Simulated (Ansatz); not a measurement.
`F[CH]([SiH3])[SnH3]` + silanol → `[SiH3][O][SnH3]` + `FC[SiH3]` at 400 K and 1 bar (ligand exchange at the Sn–C bond).

Computed with Ansatz on PBE0-D4/def2-TZVP structures; ΔE is electronic, products minus reactants. CCSD(T)/CBS is the MP2 limit (def2-TZVPP, def2-QZVPP) plus CCSD(T) − MP2 in def2-TZVPP, frozen cores. Elements past krypton have def2 core potentials. For Sn outer-core shells are correlated without core-valence functions, which leaves a few kJ/mol of doubt a bond.

| species | CCSD(T)/CBS energy (Eh) | H − E (kJ/mol) | S (J/(mol·K)) |
| --- | --- | --- | --- |
| `F[CH]([SiH3])[SnH3]` | -645.10647 | 204.1 | 412.2 |
| `O[SiH3]` | -366.69042 | 120.0 | 276.4 |
| `[SiH3][O][SnH3]` | -581.91447 | 160.4 | 398.1 |
| `FC[SiH3]` | -429.90570 | 165.5 | 311.5 |

H − E and S are ideal-gas, rigid-rotor, harmonic terms from PBE0-D4/def2-TZVP, for one conformer and one mirror image of each species. 1 Eh = 2625.50 kJ/mol, R = 8.31446 J/(mol·K).

Q: By hand: ΔE, ΔH, ΔS and ΔG.

A: ΔE = (-581.91447) + (-429.90570) − (-645.10647) − (-366.69042) = -0.02328 Eh = -61.1 kJ/mol. Δ(H − E) = 160.4 + 165.5 − 204.1 − 120.0 = 1.8, so ΔH = -59.3 kJ/mol. ΔS = 398.1 + 311.5 − 412.2 − 276.4 = 21.0 J/(mol·K). ΔG = -59.3 − 400 × (21.0)/1000 = -67.7 kJ/mol.

Q: By hand: the equilibrium constant, and the temperature at which ΔG would vanish if ΔH and ΔS stayed fixed.

A: log₁₀ K = −ΔG/(RT ln 10) = 8.8. ΔH and −TΔS have one sign here, so there is no such temperature.

ΔH outweighs TΔS. A doubt of 5 kJ/mol in ΔE shifts log₁₀ K by 0.7 here. Other conformers and mirror images would add mixing entropy, several J/(mol·K) or more a flexible species. Modes under 60 cm⁻¹, often nearly free rotors, make the harmonic entropy too high. These are equilibria of isolated gas molecules and say nothing of rates. Largest T1 diagnostic: 0.013 (customary marks: 0.02 for closed shells, 0.045 for open ones).
